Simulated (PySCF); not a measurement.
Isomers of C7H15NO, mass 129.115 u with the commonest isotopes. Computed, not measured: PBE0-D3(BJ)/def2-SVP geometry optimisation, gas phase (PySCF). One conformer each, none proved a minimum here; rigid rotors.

Problem. Order these by out-of-plane moment Σ m c² = (Ia + Ib − Ic)/2, largest first.
A. `[CH3:1][CH2:2][CH2:3][N:4]([CH3:5])[C:6](=[O:7])[CH2:8][CH3:9]` with C1–C2–C3–N4 56°, C2–C3–N4–C5 67°, C3–N4–C6–O7 -5°, N4–C6–C8–C9 -178°
B. `[CH2:1]=[N:2][C:3]([CH3:4])([CH3:5])[O:6][CH:7]([CH3:8])[CH3:9]` with C1–N2–C3–C4 103°, N2–C3–O6–C7 -77°, C3–O6–C7–C8 143°
C. `[CH3:1][CH2:2][C:3](=[O:4])[N:5]([CH2:6][CH3:7])[CH2:8][CH3:9]` with C1–C2–C3–O4 6°, C2–C3–N5–C6 0°, C3–N5–C6–C7 95°, C3–N5–C8–C9 88° (N,N-diethylpropionamide)

Solution. B (65.79 u·Å²), A (63.17 u·Å²), C (35.81 u·Å²).

Problem. Order these by dipole moment, largest first.
A. `[CH2:1]=[N:2][C:3]([CH3:4])([CH3:5])[O:6][CH:7]([CH3:8])[CH3:9]` with C1–N2–C3–C4 103°, N2–C3–O6–C7 -77°, C3–O6–C7–C8 143°
B. `[CH3:1][CH2:2][C:3](=[O:4])[N:5]([CH2:6][CH3:7])[CH2:8][CH3:9]` with C1–C2–C3–O4 6°, C2–C3–N5–C6 0°, C3–N5–C6–C7 95°, C3–N5–C8–C9 88° (N,N-diethylpropionamide)
C. `[CH3:1][CH2:2][CH2:3][N:4]([CH3:5])[C:6](=[O:7])[CH2:8][CH3:9]` with C1–C2–C3–N4 56°, C2–C3–N4–C5 67°, C3–N4–C6–O7 -5°, N4–C6–C8–C9 -178°

Solution. B (3.57 D), C (3.44 D), A (1.20 D).

Problem. Order these by rotational constant B, smallest first.
A. `[CH3:1][CH2:2][CH2:3][N:4]([CH3:5])[C:6](=[O:7])[CH2:8][CH3:9]` with C1–C2–C3–N4 56°, C2–C3–N4–C5 67°, C3–N4–C6–O7 -5°, N4–C6–C8–C9 -178°
B. `[CH3:1][CH2:2][C:3](=[O:4])[N:5]([CH2:6][CH3:7])[CH2:8][CH3:9]` with C1–C2–C3–O4 6°, C2–C3–N5–C6 0°, C3–N5–C6–C7 95°, C3–N5–C8–C9 88° (N,N-diethylpropionamide)
C. `[CH2:1]=[N:2][C:3]([CH3:4])([CH3:5])[O:6][CH:7]([CH3:8])[CH3:9]` with C1–N2–C3–C4 103°, N2–C3–O6–C7 -77°, C3–O6–C7–C8 143°

Solution. A (1013 MHz), B (1218 MHz), C (1287 MHz).

```json
{"SMILES": "CCCN(C)C(=O)CC", "point group": "C1", "Ia (u·Å²)": "197.82", "Ib (u·Å²)": "499.11", "Ic (u·Å²)": "570.59", "κ": "-0.85", "μa (D)": "0.99", "μb (D)": "3.01", "μc (D)": "1.36"}
{"SMILES": "CCC(=O)N(CC)CC", "point group": "C1", "Ia (u·Å²)": "261.35", "Ib (u·Å²)": "414.86", "Ic (u·Å²)": "604.58", "κ": "-0.30", "μa (D)": "1.63", "μb (D)": "2.94", "μc (D)": "1.18"}
{"SMILES": "C=NC(C)(C)OC(C)C", "point group": "C1", "Ia (u·Å²)": "230.87", "Ib (u·Å²)": "392.54", "Ic (u·Å²)": "491.82", "κ": "-0.55", "μa (D)": "1.15", "μb (D)": "0.08", "μc (D)": "0.32"}
```
